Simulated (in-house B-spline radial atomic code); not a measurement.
A calculation on neutral selenium (an excited or competing configuration): its settings, and results tabulated from the run. Level of theory: scalar-relativistic (X2C) SCAN, spin-polarised, spherical fractional occupations, Fermi nucleus of rms radius 4.14 fm; calculated with a B-spline radial code for spherical atoms.

In the input, 3d5,1 would mean five up and one down electron.

Command:
```bash
python run_scf.py task.json out
```
Settings (nuclear radius in fm, mass in u):
```
Z                34
configuration    1s2 2s2 2p6 3s2 3p6 3d5,4 4s2 4p3,2
hamiltonian      x2c
method           scan,scan
spin_polarised   True
nucleus          fermi
rms_radius       4.14
atomic_mass      79.91652
speed_of_light   137.035999084
```

Output (hartree, bohr):
```
 radial grid: 78 intervals, B-splines of order 8, outer radius 50 bohr

 iter        energy (Eh)    residual
    1       -2428.142080    8.92e-02
    2       -2428.146740    1.73e-03
    3       -2428.146820    7.09e-04
    4       -2428.146822    3.33e-04
    5       -2428.146823    3.87e-05
    6       -2428.146823    1.28e-05
    7       -2428.146823    4.17e-06
    8       -2428.146823    1.09e-06
    9       -2428.146823    2.38e-07

 total energy                     -2428.14682
 kinetic                            2486.1815
 electron-nucleus                  -5850.5122
 Hartree                            1024.3212
 exchange-correlation                -88.1374

 orbital      occ     eigenvalue          <r>       <r^2>       <1/r>       r_max
 1s up      1.000      -460.7706     0.043687  0.00258199     35.3216     0.02833
 1s down    1.000      -460.7669    0.0436867  0.00258195     35.3218     0.02833
 2s up      1.000       -60.1213     0.195446   0.0451291     7.77664      0.1643
 2s down    1.000       -60.0713      0.19535   0.0450825     7.78068      0.1642
 2p up      3.000       -52.8598     0.171055   0.0358445     7.48491      0.1317
 2p down    3.000       -52.8204     0.170956   0.0357994     7.48825      0.1317
 3s up      1.000        -8.5405     0.567694    0.370597     2.54047      0.4997
 3s down    1.000        -8.4641     0.568458    0.371558     2.53508      0.5002
 3p up      3.000        -6.2328      0.58134    0.395659     2.37014      0.4976
 3p down    3.000        -6.1554     0.582383    0.397043     2.36453      0.4982
 3d up      5.000        -2.4519     0.607675     0.45709     2.08482       0.448
 3d down    4.000        -2.3698     0.610325     0.46141     2.07778      0.4492
 4s up      1.000        -0.7680      1.71812     3.38548    0.774624       1.458
 4s down    1.000        -0.7206      1.73414     3.45425    0.767405       1.462
 4p up      3.000        -0.3160      2.10471     5.18806    0.626405       1.694
 4p down    2.000        -0.2761      2.15122     5.45024    0.614397       1.709
```

Time taken, with all properties: 0.26 s on 1 thread of Arm Neoverse V1, on a shared host.

One-electron X2C: radii and densities carry no picture-change correction, so inner-shell <1/r> comes out high (for 1s by about 2 % at Z = 33, 5 % at 54, 10 % at 75, 30 % at 118) and <r> low.
